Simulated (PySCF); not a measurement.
# Working out the excitation energy of Mg

Mg [Ne] 3s2 (1S) → Mg [Ne] 3s1 3d1 (3D). All numbers are calculated (PySCF 2.14, the non-relativistic Hamiltonian (point nucleus), in aug-cc-pVTZ). Frozen: [Ne]. Energies in hartree (1 hartree = 27.21139 eV):

| part | Mg (lower) | Mg (upper) |
| --- | --- | --- |
| UHF | -199.613351 | -199.407176 |
| MP2 opposite-spin | -0.023713 | 0.000000 |
| MP2 same-spin | 0.000000 | -0.003671 |

Problem. What does Hartree-Fock give?

Solution. (-199.407176) − (-199.613351) = 0.206175 hartree = 5.610 eV.

Problem. What do MP2 and SCS-MP2 (6/5 opposite-spin, 1/3 same-spin) give?

Solution. The opposite-spin parts differ by 0.645 eV and the same-spin parts by -0.100 eV. MP2: 5.610 + (0.645) + (-0.100) = 6.155 eV. SCS-MP2: 5.610 + 1.2 × (0.645) + (-0.100)/3 = 6.351 eV.

Measured between the centres of the two terms (NIST): 5.946 eV, so MP2 (valence) is off by 0.209 eV.

What remains against the reference includes basis incompleteness, the frozen core and correlation beyond second order.
